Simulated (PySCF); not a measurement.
Ionisation energy of Ga¹²⁺ by level of theory

Ga¹²⁺ [Ar] 3d1 [3d3/2^1, M_J = 3/2] → Ga¹³⁺ [Ar], as a difference of total energies. All numbers are calculated (PySCF 2.14, the two-component X2C-1e Hamiltonian, in an uncontracted even-tempered set (17 s from 0.88 bohr⁻², ratio 2.8; 12 p from 1.1 bohr⁻², ratio 2.8; 8 d from 1.1 bohr⁻², ratio 2.8; 4 f from 3.4 bohr⁻², ratio 3)). Correlated levels: [Ne] frozen; the 76 highest virtual spinors dropped. "Screened" scales the spin-orbit matrix elements by Boettger's factors to mimic the two-electron term; Breit and QED terms are absent.

Problem. Order these methods by the ionisation energy they give, lowest first.
A. GHF (spin-free)
B. GMP2 (screened spin-orbit)
C. GMP2 (spin-free)
D. GHF (screened spin-orbit)

Solution. A (356.22 eV), C (356.46 eV), D (356.68 eV), B (356.94 eV).

The spin-free rows lack the spin-orbit shift.

For comparison: 356 ± 3 eV (theoretical estimate listed by NIST; NIST Atomic Spectra Database, ionization energies).
